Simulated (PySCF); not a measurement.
## C₆ coefficients of unlike pairs at PBE

Calculated with PySCF 2.14 from the dipole response of each species, C₆(A,B) = (3/π) ∫ α_A(iu) α_B(iu) du, in atomic units, from isotropic polarisabilities. For ions this is the dispersion term alone; charge-induced terms of lower order in 1/R come first.

```tsv
species	configuration	basis	relativity	α (bohr³)	C₆ (like pair)
Ta³⁺	[Xe] 4f14 5d2 (3F)	def2-QZVPPD with the def2 core potential (60 electrons) (7s6p4d3f2g)	core potential	7.469	34.07
Ar⁺	[Ne] 3s2 3p5 (2P)	aug-cc-pCVTZ-DK (8s7p5d3f)	spin-free X2C	7.048	32.02
F²⁺	[He] 2s2 2p3 (4S)	dyall-av2z (11s7p2d)	none	1.243	1.582
Co	[Ar] 3d7 4s2 (4F)	aug-cc-pwCVTZ (10s9p7d4f3g)	none	55.18	466.0
```

(1) Estimate C₆ for F²⁺ with Ar⁺.

No spin-orbit coupling is included.

The other pairs:

```csv
pair,C₆
"Co, F²⁺",19.72
"F²⁺, Ta³⁺",7.188
"Co, Ar⁺",101.7
"Co, Ta³⁺",104.4
"Ar⁺, Ta³⁺",32.89
```

## Answers

(1) The integral gives 6.850. The combination rule 2 C_A C_B / (C_A α_B/α_A + C_B α_A/α_B) gives 6.931 and the geometric mean 7.117.
